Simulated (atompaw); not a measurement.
## Before and after: PAW (atompaw) potential for silicon (Si)

Si (Z = 14), PAW, made with atompaw 4.2.0.5 (LDA (PW92), non-relativistic). Core [Ne], reference 3s2 3p2. Waves: 3s (bound): rc 1.75 bohr; 3s channel at 0.05 Ry: rc 1.50 bohr; 3p (bound): rc 1.75 bohr; 3p channel at 0.45 Ry: rc 1.75 bohr. Local part: troulliermartins scheme with l = 2 at 1 Ry, radius 1.20 bohr. Core correction: smooth core density matched at 1.20 bohr. Augmentation charge: gaussian compensation charge, radius 1.50 bohr; PAW radius 1.75 bohr; waves and projectors: custom polynom vanderbiltortho.

All-electron outer shells of the reference configuration (LDA (PW92), non-relativistic, ld1.x):

| shell | level (eV) | outermost node (bohr) | outermost maximum (bohr) |
| --- | --- | --- | --- |
| 2p | -95.64 | – | 0.39 |
| 3s | -10.83 | 0.72 | 1.77 |
| 3p | -4.17 | 0.72 | 2.14 |

Change: wave 3s channel at 0.05 Ry: rc 1.50 bohr becomes 3s channel at 2.8 Ry: rc 1.50 bohr.

Cutoffs: the cutoffs (Ry, on a coarse ladder) from which the occupation-weighted sum of valence levels, in a spherical-Bessel basis at the reference potential, stays within 10 and 1 mRy of its value at 400 Ry; they do not see the model core or the augmentation charge, which bear on the density cutoff.

What does the change do?

The potential gets neither clearly harder nor softer (35 Ry and 35 Ry → 35 Ry and 35 Ry); the bound ghosts move from p, s to p.

| quantity | base | changed |
| --- | --- | --- |
| cutoff, loose | 35 Ry | 35 Ry |
| cutoff, tight | 35 Ry | 35 Ry |
| bound ghosts | p, s | p |
| s: phases at 1.75 bohr within 0.05 rad from the reference energy up to (Ry; the scan ends near 5) | to the end of the scan | 4.8 |
| p: phases at 1.75 bohr within 0.05 rad from the reference energy up to (Ry; the scan ends near 5) | to the end of the scan | to the end of the scan |
| lowest overlap eigenvalue by channel | s 0.02, p 0.71 | s 0.94, p 0.71 |

 A true bound ghost makes a file unfit for plane-wave use even where its test errors are small: the radial tests pick states by their node count and pass the ghost by. The cutoffs see the waves, projectors and local potential, not the compensation charge or the core.
